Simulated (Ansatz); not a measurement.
This geometry of BClFHO (5 atoms, charge 0, multiplicity 1) is a first-order saddle point.

Method: UKS B3LYP-D4/def2-SVP in Ansatz.

```xyz
5
Properties=species:S:1:pos:R:3
B -0.486 0.285 0.338
Cl 1.261 -1.113 -0.112
O -0.448 0.807 -0.799
H 0.614 -0.101 -0.958
F -0.940 0.122 1.532
```

**Question.** Which two structures does it join? (They come from a converged band through this point; their orientation in space is the band's.)

**Answer.** Bonds broken: B1–Cl2, O3–H4. Bonds formed: Cl2–H4. BClFHO becomes BFO + ClH.

Initial state:

```xyz
5
Properties=species:S:1:pos:R:3
B -0.138 -0.047 0.357
Cl 1.140 -1.278 0.452
O -0.350 0.688 -0.746
H 0.252 0.486 -1.473
F -0.905 0.149 1.411
```

Final state:

```xyz
5
Properties=species:S:1:pos:R:3
B -0.862 0.571 0.466
Cl 1.657 -1.320 -0.442
O -0.624 0.907 -0.672
H 0.960 -0.390 -1.023
F -1.130 0.231 1.672
```

**Question.** How far does it lie above each of them?

**Answer.** 2.34 eV above the first and 0.49 eV above the second. This is the barrier of this one path; another mechanism may lie lower. The orbitals stay closed-shell, which can raise the energy where a bond breaks towards radicals; this wasn't checked here.

The run took 110 s on 2 threads of Intel(R) Xeon(R) Platinum 8488C (Sapphire Rapids), with other jobs on the host, peak memory 0.17 GiB.
